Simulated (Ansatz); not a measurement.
System (SMILES): [BH2] (BH2), doublet.
Atoms: B1, H2, H3. Bonds: B1-H2, B1-H3.

Basis-set convergence of the optimised B1-H2 bond length at PBE0 with Ansatz (an electronic-structure program). Cartesian d functions, on some or all atoms, in 6-31G*, 6-31+G*; all else is spherical. The program fits the integrals of some runs and decomposes those of others, by size. Open shells are unrestricted. No added dispersion term, no relativity. Reference: the value in pcseg-4, 1.1896 Å. Deviations are taken from unrounded values.

| basis | functions | optimised B1-H2 bond length (Å) |
|---|---|---|
| 6-31G* | 19 | 1.1953 |
| 6-31+G* | 23 | 1.1944 |
| cc-pVDZ | 24 | 1.2050 |
| aug-cc-pVDZ | 41 | 1.2012 |
| def2-SVP | 24 | 1.2049 |
| def2-SVPD | 36 | 1.2023 |
| pcseg-1 | 24 | 1.1978 |
| aug-pcseg-1 | 41 | 1.1982 |
| 6-311G** | 30 | 1.1921 |
| 6-311+G** | 34 | 1.1917 |
| def2-TZVP | 43 | 1.1913 |
| def2-TZVPD | 55 | 1.1913 |
| cc-pVTZ | 58 | 1.1906 |
| aug-cc-pVTZ | 92 | 1.1905 |
| pcseg-2 | 58 | 1.1903 |
| aug-pcseg-2 | 92 | 1.1902 |
| def2-TZVPP | 59 | 1.1907 |
| def2-TZVPPD | 71 | 1.1907 |
| cc-pVQZ | 115 | 1.1897 |
| aug-cc-pVQZ | 172 | 1.1898 |
| def2-QZVPP | 117 | 1.1897 |
| def2-QZVPPD | 129 | 1.1897 |
| pcseg-3 | 126 | 1.1896 |
| aug-pcseg-3 | 183 | 1.1896 |

What the diffuse functions change, pair by pair:
- 6-31G* to 6-31+G*: 4 more functions, deviation 0.0057 to 0.0048 Å
- cc-pVDZ to aug-cc-pVDZ: 17 more functions, deviation 0.0153 to 0.0116 Å
- def2-SVP to def2-SVPD: 12 more functions, deviation 0.0153 to 0.0127 Å
- pcseg-1 to aug-pcseg-1: 17 more functions, deviation 0.0082 to 0.0086 Å
- 6-311G** to 6-311+G**: 4 more functions, deviation 0.0025 to 0.0021 Å
- def2-TZVP to def2-TZVPD: 12 more functions, deviation 0.0016 to 0.0017 Å
- cc-pVTZ to aug-cc-pVTZ: 34 more functions, deviation 0.0010 to 0.0008 Å
- pcseg-2 to aug-pcseg-2: 34 more functions, deviation 0.0006 to 0.0006 Å
- def2-TZVPP to def2-TZVPPD: 12 more functions, deviation 0.0010 to 0.0010 Å
- cc-pVQZ to aug-cc-pVQZ: 57 more functions, deviation 0.0001 to 0.0002 Å
- def2-QZVPP to def2-QZVPPD: 12 more functions, deviation 0.0001 to 0.0001 Å
- pcseg-3 to aug-pcseg-3: 57 more functions, deviation 0.0000 to 0.0000 Å

They bring the value nearer the reference by more than 0.0001 Å in 5 of 12 pairs.
